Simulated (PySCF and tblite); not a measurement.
The numbers below are computed, except where a source is named.
System: C5H10Se, numbered as in [CH3:1][C@H:2]1[CH2:3][CH2:4][Se:5][CH2:6]1.

The path came from a restrained scan, a climbing-image band and a saddle search at GFN2-xTB; energies are PBE0/pcSseg-1 + D3(BJ), IEF-PCM tetrahydrofuran//GFN2-xTB, thermal terms GFN2-xTB. Rate constants are transition-state-theory values, counting equivalent paths, without tunnelling. Programs: tblite and PySCF.

Spin–orbit effects of heavy atoms on shieldings are missing.

Task: How high is the barrier to the inversion of the 5-membered ring (2–3–4–5–6), through which structure does it pass, and what rate follows at 298 K?

Result: The electronic barrier is 4.1 kcal/mol and ΔG‡(298 K) 4.6 kcal/mol, over a C1 saddle (envelope) with an imaginary mode of 45i cm⁻¹ (GFN2-xTB). With 1 equivalent path, k is 2.6×10⁹ s⁻¹, a mean lifetime of the start of 390 ps against this motion. The end lies 0.2 kcal/mol above the start in free energy.
